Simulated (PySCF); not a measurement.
A geometry optimisation, step by step.

Species: C4H11BO2.
Atom-mapped SMILES: `[CH3:1][CH2:2][CH2:3][O:4][BH:5][O:6][CH3:7]` (hydrogens: H8, H9, H10 on C1; H11, H12 on C2; H13, H14 on C3; H15 on B5; H16, H17, H18 on C7)

Computed by this run: PBE0-D3(BJ)/def2-SVP geometry optimisation, gas phase in PySCF 2.14.0; density fitting, grid level 1; the optimiser is geomeTRIC in internal coordinates, started from a GFN2-xTB structure with every atom displaced at random (about 0.01 Å). 6 of its 7 geometries are shown. The frame can shift and turn from step to step; on so coarse a grid that alone can change the energy by a few meV, and forces under 0.02 eV/Å are noise.

Step 0: E = -9083.0768 eV, largest atomic force 2.737 eV/Å
```
atom  x, y, z in Å  |  force x, y, z in eV/Å
C1     -3.004   -0.399   -0.184   -0.584   1.388   0.197
C2     -1.527   -0.550   -0.014    0.603   0.610   0.089
C3     -0.760    0.554   -0.739    1.219  -0.380   0.600
O4      0.678    0.313   -0.676   -2.428  -0.434  -1.187
B5      1.464    0.875    0.229    0.534   0.353   0.478
O6      2.768    0.577    0.271    0.919  -0.386  -0.073
C7      3.373   -0.362   -0.606   -0.799   0.853   0.337
H8     -3.279   -0.419   -1.245   -0.171  -0.108  -0.123
H9     -3.350    0.594    0.222    0.160  -0.640  -0.289
H10    -3.561   -1.160    0.353   -0.261  -0.426   0.140
H11    -1.216   -1.515   -0.402    0.339  -0.498  -0.181
H12    -1.255   -0.520    1.055    0.051  -0.058  -0.034
H13    -1.045    0.589   -1.801    0.098   0.005  -0.056
H14    -0.992    1.534   -0.277    0.072  -0.088  -0.127
H15     1.100    1.667    1.029   -0.421   0.487   0.461
H16     4.239    0.121   -1.054    0.419   0.002  -0.194
H17     2.666   -0.660   -1.385   -0.037  -0.181  -0.227
H18     3.673   -1.227   -0.026    0.285  -0.498   0.188
```

Step 1: E = -9083.2054 eV, largest atomic force 0.663 eV/Å
```
atom  x, y, z in Å  |  force x, y, z in eV/Å
C1     -3.074   -0.084   -0.214    0.041  -0.079   0.038
C2     -1.598   -0.382   -0.021    0.053  -0.167  -0.052
C3     -0.676    0.568   -0.759   -0.056  -0.078  -0.122
O4      0.661    0.126   -0.678    0.405   0.368   0.373
B5      1.497    0.668    0.264   -0.294  -0.133  -0.299
O6      2.800    0.323    0.327   -0.177   0.036   0.038
C7      3.381   -0.598   -0.556    0.183  -0.170  -0.054
H8     -3.367   -0.173   -1.272   -0.016  -0.005  -0.037
H9     -3.316    0.939    0.109   -0.079   0.047   0.050
H10    -3.698   -0.785    0.365    0.046   0.117  -0.062
H11    -1.358   -1.403   -0.370   -0.056   0.057   0.064
H12    -1.339   -0.351    1.051    0.006  -0.021   0.027
H13    -0.946    0.607   -1.831    0.005   0.002   0.085
H14    -0.770    1.594   -0.358   -0.015  -0.026  -0.014
H15     1.087    1.485    1.060    0.043  -0.004  -0.008
H16     4.281   -0.145   -1.005   -0.050  -0.040   0.023
H17     2.692   -0.901   -1.358   -0.012   0.015   0.015
H18     3.695   -1.498    0.003   -0.027   0.082  -0.064
```

Step 2: E = -9083.2098 eV, largest atomic force 0.518 eV/Å
```
atom  x, y, z in Å  |  force x, y, z in eV/Å
C1     -3.036   -0.125   -0.227    0.026   0.023  -0.011
C2     -1.555   -0.395   -0.025    0.044  -0.014  -0.002
C3     -0.662    0.599   -0.743    0.031  -0.068  -0.044
O4      0.694    0.217   -0.662   -0.262   0.340   0.192
B5      1.518    0.768    0.273   -0.016  -0.410  -0.315
O6      2.796    0.341    0.317    0.184   0.114   0.169
C7      3.301   -0.636   -0.558    0.018  -0.019  -0.021
H8     -3.317   -0.202   -1.290    0.001   0.004   0.001
H9     -3.314    0.885    0.115   -0.004  -0.013   0.011
H10    -3.651   -0.846    0.331   -0.013   0.006   0.002
H11    -1.291   -1.404   -0.384   -0.028   0.001   0.007
H12    -1.305   -0.377    1.050    0.004  -0.003   0.001
H13    -0.929    0.644   -1.813   -0.006  -0.006   0.002
H14    -0.801    1.613   -0.328   -0.023   0.008   0.005
H15     1.144    1.606    1.063    0.035  -0.001  -0.049
H16     4.219   -0.255   -1.033   -0.002   0.014   0.017
H17     2.575   -0.905   -1.340    0.019   0.008   0.020
H18     3.565   -1.543    0.010   -0.007   0.017   0.016
```

Step 4: E = -9083.2230 eV, largest atomic force 0.095 eV/Å
```
atom  x, y, z in Å  |  force x, y, z in eV/Å
C1     -3.044   -0.119   -0.207   -0.013  -0.002   0.010
C2     -1.563   -0.408   -0.039   -0.009  -0.003   0.004
C3     -0.685    0.608   -0.745    0.018  -0.012  -0.004
O4      0.671    0.235   -0.692    0.014  -0.008   0.038
B5      1.519    0.759    0.229    0.007   0.070  -0.063
O6      2.803    0.350    0.297   -0.009  -0.024   0.011
C7      3.333   -0.646   -0.542   -0.005   0.003   0.011
H8     -3.344   -0.155   -1.266    0.002   0.004   0.001
H9     -3.308    0.880    0.177    0.001   0.004   0.005
H10    -3.659   -0.852    0.336    0.001  -0.003  -0.004
H11    -1.316   -1.408   -0.433   -0.005  -0.001  -0.006
H12    -1.293   -0.424    1.031    0.007   0.003  -0.002
H13    -0.970    0.678   -1.808    0.004  -0.004  -0.002
H14    -0.827    1.609   -0.299   -0.009   0.003  -0.003
H15     1.162    1.625    0.998   -0.009  -0.019   0.021
H16     4.250   -0.265   -1.016    0.002  -0.005  -0.006
H17     2.620   -0.950   -1.324    0.000   0.002  -0.004
H18     3.600   -1.529    0.060    0.005  -0.007  -0.007
```

Step 5: E = -9083.2234 eV, largest atomic force 0.031 eV/Å
```
atom  x, y, z in Å  |  force x, y, z in eV/Å
C1     -3.042   -0.120   -0.201   -0.004  -0.005   0.012
C2     -1.559   -0.408   -0.040   -0.002  -0.015  -0.001
C3     -0.684    0.609   -0.747    0.000   0.006  -0.013
O4      0.673    0.240   -0.695    0.011   0.018   0.021
B5      1.521    0.769    0.223   -0.013  -0.028   0.004
O6      2.802    0.349    0.296   -0.001   0.013  -0.001
C7      3.327   -0.649   -0.543    0.007  -0.003  -0.001
H8     -3.345   -0.154   -1.260   -0.001   0.003  -0.003
H9     -3.304    0.877    0.186   -0.005   0.005   0.007
H10    -3.654   -0.856    0.342    0.008   0.006  -0.008
H11    -1.313   -1.408   -0.436   -0.007   0.003   0.002
H12    -1.286   -0.424    1.029    0.007  -0.002   0.000
H13    -0.970    0.677   -1.811    0.003  -0.002   0.005
H14    -0.828    1.611   -0.303   -0.008  -0.001  -0.006
H15     1.162    1.627    1.000    0.005   0.003  -0.011
H16     4.250   -0.274   -1.012   -0.001  -0.006  -0.002
H17     2.615   -0.944   -1.329    0.001  -0.001   0.001
H18     3.584   -1.536    0.057   -0.001   0.004  -0.007
```

Step 6: E = -9083.2238 eV, largest atomic force under 0.02 eV/Å
```
atom  x, y, z in Å  |  force x, y, z in eV/Å
C1     -3.042   -0.119   -0.195    0.001   0.005   0.006
C2     -1.559   -0.410   -0.040    0.001  -0.001   0.000
C3     -0.685    0.608   -0.747    0.001   0.005  -0.001
O4      0.673    0.242   -0.695   -0.012  -0.002   0.003
B5      1.523    0.771    0.220    0.002  -0.009   0.007
O6      2.804    0.351    0.291    0.007   0.003  -0.004
C7      3.326   -0.650   -0.545   -0.003   0.002  -0.001
H8     -3.348   -0.145   -1.253    0.000   0.004   0.000
H9     -3.301    0.877    0.199    0.001  -0.003   0.003
H10    -3.653   -0.857    0.344    0.001  -0.002  -0.002
H11    -1.317   -1.409   -0.441   -0.006  -0.001   0.000
H12    -1.282   -0.431    1.028    0.006  -0.001  -0.001
H13    -0.971    0.678   -1.810    0.005  -0.003  -0.001
H14    -0.831    1.609   -0.302   -0.005   0.001  -0.003
H15     1.167    1.633    0.994    0.002   0.002  -0.004
H16     4.248   -0.279   -1.019    0.000   0.001   0.000
H17     2.613   -0.948   -1.328    0.000  -0.001  -0.001
H18     3.585   -1.536    0.057   -0.001   0.001   0.000
```

**Question.** Summarise the path.

**Answer.** The energy falls by 0.1470 eV from step 0 to step 6; nine tenths of that is first reached at step 2. It falls at every step. The largest force goes from 2.737 to under 0.02 eV/Å. Among the bonds C3–O4 changes most, from 1.459 to 1.408 Å; the atoms move by 0.039 Å rms after alignment.

**Question.** Follow the three bonds and two angles with the largest change from start to end.

**Answer.** 
```
step  E above end (eV)  largest force (eV/Å)  C3–O4 (Å)  O4–B5 (Å)  B5–H15 (Å)  H16–C7–H18 (°)  O4–B5–H15 (°)
   0            0.1470                 2.737      1.459      1.324       1.183           110.8          124.3
   1            0.0183                 0.663      1.411      1.371       1.212           108.0          120.8
   2            0.0140                 0.518      1.411      1.362       1.212           107.9          122.8
   3            0.0058                 0.199      1.411      1.353       1.210           108.0          121.2
   4            0.0008                 0.095      1.408      1.357       1.212           108.1          121.5
   5            0.0004                 0.031      1.408      1.357       1.212           108.1          121.6
   6            0.0000            under 0.02      1.408      1.356       1.212           108.0          121.6
```

The cost below is that of the whole optimisation. The run took 59 s wall on one thread, Arm Neoverse V2 (aarch64), shared host with 192 logical CPUs at a one-minute load of 43, and the process peaked at 0.60 GiB of memory.
